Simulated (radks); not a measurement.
Initial-state core-level shifts of the sulfur ion S+ when its valence configuration changes from [Ne] 3s2 3p3. All-electron calculation, non-relativistic Kohn-Sham, TPSS, spin-polarised, spherical densities, point nucleus; open shells are filled with parallel spins first; meta-GGA in the generalised Kohn-Sham scheme. Program: a radial shooting solver on a logarithmic mesh with Libxc functionals. Shifts are changes of the shell-averaged eigenvalues in eV (positive: less bound); the change of the density at the nucleus, which sets a Mossbauer isomer shift, is in e/bohr^3, on a base of 2674.

3s1 3p4: 1s -1.490; 2s -1.450; 2p -1.446; density at nucleus -9.0230
3s1.5 3p3.5: 1s -0.749; 2s -0.729; 2p -0.727; density at nucleus -4.5017
3p5: 1s -3.311; 2s -3.172; 2p -3.165; density at nucleus -18.5176
3s0.5 3p4.5: 1s -2.467; 2s -2.370; 2p -2.364; density at nucleus -13.7568
